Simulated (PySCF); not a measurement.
Precursor series metal swap MX4 F. All species are isolated molecules in the gas phase.

Method: PBE-D3(BJ)/def2-TZVP // PBE-D3(BJ)/def2-SVP in PySCF. All candidates: neutral, multiplicity 1. 

```
Item               Value
-------------  ---------
LUMO            -4.10 eV
dipole moment     0.00 D
HOMO           -10.43 eV
```

Task: Which member has these values?
A) [Ti(F)4]
B) [Mo(=O)(F)4]
C) [V(=O)(F)3]
D) [Ta(=O)(F)3]

Result: A, [Ti(F)4]. The others give [V(=O)(F)3]: -5.02 eV, 0.45 D, -9.52 eV; [Ta(=O)(F)3]: -2.67 eV, 1.85 D, -8.61 eV; [Mo(=O)(F)4]: -5.83 eV, 0.03 D, -10.07 eV
